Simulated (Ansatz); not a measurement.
A made-up structure of BSiH4SO (charge +1), singlet:

```xyz
8
angstrom
S -0.5797 1.3782 -0.9270
Si 0.5234 -0.1228 0.4462
B -0.4355 -1.7954 0.6653
O 0.2747 -1.5988 -0.4349
H 0.7210 -1.7537 -1.2821
H 0.4464 2.1796 -1.2901
H 1.9174 0.3431 0.3227
H -1.1227 -2.6033 1.1855
```

It is relaxed with PBE-D4/def2-SVP and then PBE0-D4/def2-TZVP (Ansatz 0.2.0). Atoms count as bonded within 1.22 times the sum of their covalent radii (H–H: 0.88 Å). The end point is not checked to be a true minimum.

**Question.** Does its bonding change? (A judgement: the text doesn't fix the answer.)

**Answer.** The calculation gives: Yes. Formed: none; broken: Si2–O4.

Where it ends: The first stage lowers the energy by 2.16 eV in 26 steps. It ends as BSiH₄SO ([OH][BH][SiH][SH]), total charge +1:
```xyz
8
angstrom
S -0.7586 1.8186 -0.1219
Si 0.5725 0.2700 -0.1872
B -0.1762 -1.6503 -0.1331
O 0.7798 -2.5611 -0.1914
H 0.5075 -3.4891 -0.1714
H 0.1792 2.7884 -0.1817
H 1.9926 0.6769 -0.2701
H -1.3519 -1.8266 -0.0576
```

Labels in which every atom is bracketed show which atoms are joined, not bond orders.

For scale, one of the runs: PBE0-D4/def2-TZVP relaxation, 160 basis functions, launched by `ansatz run in.yaml --threads 2 --pin off --events-out ev --progress --plain --max-ram 4352MiB`. The run took about 21 s on 2 CPU threads of an Arm Neoverse V2 (shared host).
